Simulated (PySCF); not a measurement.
CH7GeNO, SMILES C[NH][GeH2][OH]. Geometry: PBE-D3(BJ)/def2-SVP. This is a generated structure with no PubChem entry under its InChIKey; it may be hypothetical. Other conformers were not sampled.

Problem. Give the equilibrium geometry at PBE-D3(BJ)/def2-SVP (PySCF confirms it by a frequency run) as Cartesian coordinates in Å. (An estimate is asked for; the answer gives what the named calculation found.)

Solution. One answer among several that fit: 
```xyz
11

C     -2.2494    -0.4085     0.2005
N     -1.1877     0.0852    -0.6599
Ge     0.5185     0.3724    -0.0383
O      1.3601    -1.0901     0.6270
H     -2.1661     0.0640     1.2019
H     -3.2494    -0.1319    -0.2003
H     -2.2479    -1.5131     0.3657
H     -1.2524    -0.2526    -1.6244
H      1.3045     0.9552    -1.2456
H      0.4245     1.2780     1.2072
H      1.5238    -1.7426    -0.0790
```
